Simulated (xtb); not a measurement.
A run for xtb: GFN-FF on C4H4N2 (SMILES c1cncnc1).

```
$ xtb mol.xyz --gfnff --sp --chrg 0 --uhf 0
10

C     -1.11798745     0.18095691     0.09564395
C     -0.59255504    -1.09944002     0.00116393
N      0.71657845    -1.32206619    -0.11132629
C      1.49546691    -0.24205599    -0.12806851
N      1.10262707     1.02761122    -0.04435614
C     -0.20993593     1.22933041     0.06754199
H     -2.18148965     0.35310078     0.18664474
H     -1.23540622    -1.97334798     0.01560005
H      2.56246503    -0.41476444    -0.21911820
H     -0.53976317     2.26067531     0.13627448
```

Give the final energy of this run.

-2.0743 hartree.
